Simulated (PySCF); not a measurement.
Molecule: SMILES C=CC(=C)O[SiH3], C4H8OSi.

Molfile (atoms numbered from 1):
```
C4H8OSi
     RDKit          3D

 14 13  0  0  0  0  0  0  0  0999 V2000
    2.2504    1.0481   -0.1566 C   0  0  0  0  0  0  0  0  0  0  0  0
    1.7072   -0.1431    0.1149 C   0  0  0  0  0  0  0  0  0  0  0  0
    0.2756   -0.4314    0.0193 C   0  0  0  0  0  0  0  0  0  0  0  0
   -0.2333   -1.6459    0.2994 C   0  0  0  0  0  0  0  0  0  0  0  0
   -0.4714    0.6281   -0.3716 O   0  0  0  0  0  0  0  0  0  0  0  0
   -2.1333    0.6645   -0.6152 Si  0  0  0  0  0  4  0  0  0  0  0  0
    1.6230    1.8849   -0.4723 H   0  0  0  0  0  0  0  0  0  0  0  0
    3.3265    1.2130   -0.0698 H   0  0  0  0  0  0  0  0  0  0  0  0
    2.3341   -0.9818    0.4314 H   0  0  0  0  0  0  0  0  0  0  0  0
   -1.3007   -1.8685    0.2313 H   0  0  0  0  0  0  0  0  0  0  0  0
    0.4307   -2.4530    0.6085 H   0  0  0  0  0  0  0  0  0  0  0  0
   -2.8553    0.3490    0.6526 H   0  0  0  0  0  0  0  0  0  0  0  0
   -2.4270    2.0533   -1.0540 H   0  0  0  0  0  0  0  0  0  0  0  0
   -2.5278   -0.3182   -1.6672 H   0  0  0  0  0  0  0  0  0  0  0  0
  1  2  2  0
  2  3  1  0
  3  4  2  0
  3  5  1  0
  5  6  1  0
  1  7  1  0
  1  8  1  0
  2  9  1  0
  4 10  1  0
  4 11  1  0
  6 12  1  0
  6 13  1  0
  6 14  1  0
M  END
```

Geometry PBE0-D3(BJ)/def2-SVP throughout; GIAO in PySCF 2.14, gas phase, one conformer, non-relativistic; equivalent atoms averaged; functional PBE0.

Q: How do the absolute shieldings σ depend on the basis set? (a selection of nuclei; ppm; last column core-seconds on shared hosts with different chips, so compare them loosely)

A: 
```csv
basis set,functions,C2,C1,C4,O5,Si6,H7,H8,H10,H12/H13/H14,core-s
STO-3G,42,122.7,130.4,146.1,345.6,561.1,26.92,27.32,29.12,29.79,2.3
6-31G,74,68.6,82.3,107.2,261.2,448.8,26.16,27.01,28.45,27.42,4.6
pcSseg-0,74,48.0,60.7,89.9,266.3,410.4,26.50,27.10,28.72,27.44,5.4
6-31G*,104,66.2,80.3,103.0,253.5,424.4,26.27,26.79,27.84,26.69,6.8
def2-SVP,128,60.7,76.3,101.4,252.8,448.0,25.51,26.08,27.28,26.41,7.7
cc-pVDZ,128,62.6,78.8,103.8,254.7,448.3,25.38,25.99,27.16,26.39,12
pcSseg-1,149,43.5,60.3,88.6,239.5,387.8,25.26,25.78,26.92,26.34,20
aug-cc-pVDZ,214,60.8,79.2,105.2,250.1,445.4,25.42,25.94,27.03,26.20,25
"6-311+G(2d,p)",218,46.8,65.7,93.1,234.9,382.5,25.53,26.13,27.19,26.24,17
def2-TZVP,240,45.7,65.0,92.5,233.7,371.3,25.56,26.10,27.13,26.22,20
cc-pVTZ,296,47.6,66.2,93.4,239.3,392.2,25.38,25.90,26.94,26.25,39
IGLO-III,299,39.3,59.1,87.0,231.3,386.2,25.48,26.00,27.00,26.20,39
```

Q: Which nucleus among those listed moves most, in ppm?

A: Si6 (silicon bonded to O, 3 H): from 371.3 ppm with def2-TZVP to 561.1 ppm with STO-3G. The smallest spread is 1.53 ppm, at H8. Proton shifts span only some 12 ppm, so a few tenths of a ppm matter as much there as several ppm in carbon.

Q: Taking the largest basis, IGLO-III (299 functions), as the yardstick, rank the others by their worst heavy-atom deviation.

A: 6-311+G(2d,p) 7.5 ppm (218 functions), pcSseg-1 8.2 ppm (149 functions), cc-pVTZ 8.3 ppm (296 functions), def2-TZVP 14.9 ppm (240 functions), pcSseg-0 35.0 ppm (74 functions), 6-31G* 38.3 ppm (104 functions), aug-cc-pVDZ 59.2 ppm (214 functions), def2-SVP 61.9 ppm (128 functions), cc-pVDZ 62.1 ppm (128 functions), 6-31G 62.7 ppm (74 functions), STO-3G 175.0 ppm (42 functions).

A small basis that lands close on one nucleus may do so by chance; judge by the trend and by all nuclei.
